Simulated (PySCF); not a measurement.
## Two-dimensional NMR puzzle

Compound of formula C4H3F3O2. Correlations simulated from computed shifts and the bond graph:

HSQC (one-bond C–H):
```
  δH     δC
7.16  144.4
6.67  134.7
```

COSY cross peaks (H two or three bonds apart, from the bond graph; peaks can be absent where the dihedral angle is near 90°):
```
  δH    δH
7.16  6.67
```

HMBC (two and three bonds, from the bond graph; two-bond peaks within aromatic rings are usually weak or absent):
```
  δH                   δC
7.16  168.8, 134.7, 131.6
6.67  168.8, 144.4, 131.6
```

Carbons without hydrogens: δ 168.8, 131.6.

Theoretical values (PySCF 2.14): shielding tensors at PBE0/pcSseg-1 (GIAO), structure optimised with GFN2-xTB. In vacuum, averaged over atoms made equivalent by symmetry, fast rotation or ring inversion, one conformer, relativity neglected.

Scale: TMS for ¹H, ¹³C (reference shieldings calculated alike).

Exchangeable hydrogens are left out of these lists.

Question: Work out the connectivity.

Answer: `OC(=O)/C=C/C(F)(F)F`.

Numbering as in the mapped SMILES `[O:1]=[C:2]([OH:3])/[CH:4]=[CH:5]/[C:6]([F:7])([F:8])[F:9]` (H(Xn): hydrogen on atom n).

δC 168.8 is C2, a carboxylic acid carbon. δC 144.4 is C5, a β carbon of a C=C–C=O unit (δH 7.16). δC 134.7 is C4, an α carbon of a C=C–C=O unit (δH 6.67). δC 131.6 is C6, a CF3 carbon. HMBC from δH 7.16 reaches the proton-free carbons C2, C6. HMBC from δH 6.67 reaches the proton-free carbons C2, C6. COSY links 7.16–6.67.

The data come from this structure; uniqueness wasn't tested.

Exchangeable OH/NH protons stand at their gas-phase positions; hydrogen bonding in a real sample shifts them, mostly to higher δ. Shifts are as computed. Against solution values, carbons near 30 ppm lie about +3 ppm off and those near 130 ppm about +5 ppm (rms about the fit 2.1 ppm; single classes can miss by 10 ppm). Of 1328 compounds with measured shifts, 309 miss one by over three times the rms of a fit or turn the order of signals round; such compounds aren't used in these exercises. Signals without a measured value on file couldn't be tested in this way; 1H shifts scatter by 0.2 ppm about their fit, and single ones miss by 0.5 ppm. Hydrogen bonding in solution deshields acid and N–H amide carbonyl carbons by as much as 10 ppm beyond these values.
